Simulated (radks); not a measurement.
Results of a calculation; reference values are marked as such.
Spin polarisation of the 4f3 shell in Pr2+. Start: [Xe] 4f(up 1.5, down 1.5); electrons of 4f are moved from spin down to spin up, other shells keep equal spins. Code: a radial shooting solver on a logarithmic mesh with Libxc functionals. Model: scalar-relativistic Kohn-Sham, PBE, spin-polarised, spherical densities, finite nucleus; Fermi nuclear charge, rms radius of each element as measured or else 0.836 A^(1/3) + 0.57 fm.

moment (Bohr magnetons)  E - E(0) (eV)  e(4f up) (eV)  e(4f down) (eV)  5p down minus up (eV)  5s down minus up (eV)
0                                0.000        -13.840          -13.840                  0.000                  0.000
0.75                            -0.087        -14.059          -13.593                  0.278                  0.357
1.5                             -0.350        -14.248          -13.317                  0.557                  0.715
2.25                            -0.786        -14.407          -13.013                  0.837                  1.073
3                               -1.396        -14.535          -12.680                  1.119                  1.433

At moment 3 the spin-polarisation energy is -1.396 eV and the 4f exchange splitting 1.855 eV, that is 0.618 eV per Bohr magneton; E = -I m^2/4 would give I = 0.621 eV.
